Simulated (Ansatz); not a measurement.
Consider the ligand exchange at a Ga–O bond: `[OH][GaH][SH]` + CH₃NH₂ → `C[NH][GaH][SH]` + H₂O.

Isolated molecules relaxed with PBE0-D4/def2-TZVP in Ansatz; ΔE leaves out vibrations. CCSD(T)/CBS is the MP2 limit (def2-TZVPP, def2-QZVPP) plus CCSD(T) − MP2 in def2-TZVPP, frozen cores. This one scheme is used for every species. Functionals use def2-TZVPP. For Ga outer-core shells are correlated without core-valence functions, which leaves a few kJ/mol of doubt a bond. Scalar relativity is left out up to krypton. Each species was taken in one conformer, which may not be the lowest.

`[OH][GaH][SH]`:

Z-matrix (Å, degrees):
```
Ga
S 1 2.188
O 1 1.786 2 112.6
H 1 1.554 2 124.3 3 180.0
H 2 1.345 1 92.3 3 -0.0
H 3 0.959 1 114.2 2 179.9
```

CH₃NH₂:

```xyz
7

C     0.151   -0.547    0.033
N    -0.444    0.742   -0.277
H     0.938   -0.530    0.801
H     0.582   -0.975   -0.875
H    -0.628   -1.234    0.370
H     0.261    1.391   -0.602
H    -0.859    1.152    0.550
```

`C[NH][GaH][SH]`:

Cartesian coordinates in Å:
```
C 1.172 0.975 0.618
N 0.232 -0.096 0.385
Ga -0.936 -0.226 -0.993
S -2.250 -1.996 -1.075
H 2.212 0.626 0.614
H 0.994 1.485 1.573
H 1.083 1.727 -0.169
H 0.268 -0.821 1.084
H -1.014 0.874 -2.087
H -1.760 -2.547 0.049
```

H₂O:

Cartesian coordinates in Å:
```
O -0.356 0.138 -0.074
H 0.205 -0.374 -0.660
H 0.151 0.236 0.734
```

CCSD(T)/CBS gives +0.13 eV.

(1) Another level gave +0.29 eV. Which?
A. LDA (SPW92)/def2-TZVPP
B. RPA@PBE/def2-TZVPP
C. BLYP/def2-TZVPP
D. PBE/def2-TZVPP

Largest T1 diagnostic among the species: 0.014.

Answers

(1) C. BLYP 0.29, RPA@PBE/def2-TZVPP 0.18, LDA (SPW92) 0.14, PBE 0.23 eV.

The D4 term adds −0.07 eV with B3LYP and −0.04 eV with PBE0; it sums over pairs of atoms, weighted by their polarisabilities, and B3LYP, whose exchange is more repulsive, gets the larger term. In def2-TZVPP, CCSD(T) changes the Hartree–Fock value by −0.13 eV (the triples alone add −0.01 eV) and MP2 by −0.15 eV. Leaving LDA and LC-ωPBE aside and taking each functional with its dispersion term where it has one, the values, not all of them listed here, spread over 0.09 eV, from PBE0-D4 to B97M-V. LDA lies −0.09 eV from PBE without D4.

B3LYP here is the variant with VWN-RPA as its local correlation; programs differ in this.
